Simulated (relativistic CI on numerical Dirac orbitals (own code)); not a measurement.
# Cs XLVI: sensitivity of the levels to the model

Base calculation: Dirac-Coulomb-Breit CI, separate exchange-only KLI orbitals for each configuration, QED by a radiative potential, unscaled Slater integrals.

CI space (outside the closed core 1s2): 2s²2p⁶, 2s²2p⁵3s, 2s²2p⁵3p, 2s²2p⁵3d, 2s2p⁶3s, 2s2p⁶3p, 2s2p⁶3d, 2s²2p⁵4s, 2s²2p⁵4p, 2s²2p⁵4d, 2s²2p⁵4f, 2s2p⁶4s, 2s2p⁶4p, 2s²2p⁴3s², 2s2p⁶4d, 2s2p⁶4f. Levels of other configurations are missing.

Variants: (1) one mean potential for all configurations; (2) non-relativistic limit. Shifts of the energy above 2s²2p⁶ ¹S0, in eV, for the lowest level and the first level of each name with at least 55 % of one term (blank where a level changes its place among those of its configuration and J or its character, or is not in the variant):

```tsv
Level	Base	Δ(1)	Δ(2)
2s²2p⁶ ¹S0	0.00	0.00	0.00
2s²2p⁵3s ³P°2	4383.41	-1.05	+106.67
2s²2p⁵3s ¹P°1	4389.14	-1.03	
2s²2p⁵3p ³D3	4574.17	-1.00	+0.59
2s²2p⁵3p ¹P1	4574.22	-1.00	
2s²2p⁵3p ³P2	4582.73	-0.97	
2s²2p⁵3p ¹S0	4619.56	-0.39	
2s²2p⁵3d ³P°0	4683.41	-1.08	-4.27
2s²2p⁵3d ³P°1	4689.52	-1.07	-10.38
2s²2p⁵3d ³D°2	4697.45	-1.05	
2s²2p⁵3d ³F°4	4711.35	-1.05	-24.52
2s²2p⁵3d ³D°3	4722.86	-1.03	
2s²2p⁵3s ³P°0	4746.17	-0.85	-256.09
2s²2p⁵3p ³D1	4840.76	-0.85	
2s²2p⁵3p ³P0	4873.45	-0.31	
2s²2p⁵3d ³F°2	5054.83	-0.88	
2s2p⁶3s ³S1	5066.72	-0.84	-290.02
2s2p⁶3s ¹S0	5085.90	-0.62	-292.92
2s2p⁶3p ³P°0	5162.13	-0.83	-300.03
2s2p⁶3p ³P°1	5164.24	-0.83	-302.14
2s2p⁶3p ³P°2	5258.35	-0.83	-396.25
2s2p⁶3p ¹P°1	5262.60	-0.83	-394.22
```

At this charge energies of transitions that change n are usually good to better than 1 %, and those within a shell (Δn = 0) to a few per cent.

Ionisation energy from the two ground configurations alone: base 7988.84 eV. The NIST ASD value (theoretical) is 7989 eV.

LS names give the leading component of a level, which can be under half, so a name can repeat, a term be missing and a line seem to break the LS rules.
